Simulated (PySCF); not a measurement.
## What an electron can do to SnCl

PBE0 in PySCF with def2-TZVPPD on every atom (core potentials on Sn), for the lowest determinant that a PBE0 search found; no spin–orbit coupling.

| species | state (unpaired electrons) | Re (Å) | ωe (cm⁻¹) | energy of the minimum from the neutral (eV) | De (eV) | dissociates to |
| --- | --- | --- | --- | --- | --- | --- |
| SnCl | doublet (π ↑) | 2.369 | 348 | 0.00 | 3.96 | Sn + Cl |
| SnCl⁺ | singlet (closed shell) | 2.260 | 430 | 7.03 | 4.23 | Sn⁺ + Cl |
| SnCl⁻ | triplet (π ↑↑) | 2.537 | 247 | -1.46 | 1.84 | Sn + Cl⁻ |

Problem. Work out the lowest energy to break SnCl into atoms, from its vibrational ground state.

Solution. D0 = De − ωe/2 = 3.96 − 0.02 = 3.94 eV (PBE0/def2-TZVPPD).

Problem. Work out the ionisation energy of the Sn atom at this level and the threshold of dissociative ionisation.

Solution. IE(Sn) = 7.03 + 4.23 − 3.96 = 7.30 eV, so Sn⁺ + Cl + e⁻ appears at D0 + IE(Sn) = 11.24 eV (PBE0/def2-TZVPPD). The measured IE(Sn) is 7.344 eV (NIST ASD).

Problem. Work out the electron affinity of the Cl atom and the threshold of dissociative attachment.

Solution. EA(Cl) = 3.96 − 1.84 − (-1.46) = 3.58 eV, so Sn + Cl⁻ needs D0 − EA(Cl) = 0.36 eV (PBE0/def2-TZVPPD). The measured EA(Cl) is 3.613 eV.

Problem. At which energy does ion-pair formation open?

Solution. Sn⁺ + Cl⁻ lies at D0 + IE(Sn) − EA(Cl) = 7.66 eV (PBE0/def2-TZVPPD).

These are thermodynamic thresholds; the onsets seen under electron impact lie higher where the geometry changes, and cross-sections peak well above them.

These are scalar-relativistic numbers at best; spin–orbit coupling would shift them, the dissociation energy most. For an ion De counts to the pair picked by the measured ionisation energies or electron affinities, which need not be the lowest pair at this level. The highest Kohn–Sham level is positive in this anion. Much of that is self-interaction error, but it also means that the finite basis helps to hold the extra electron. States were picked by a PBE0 search and need not be the measured ground states.
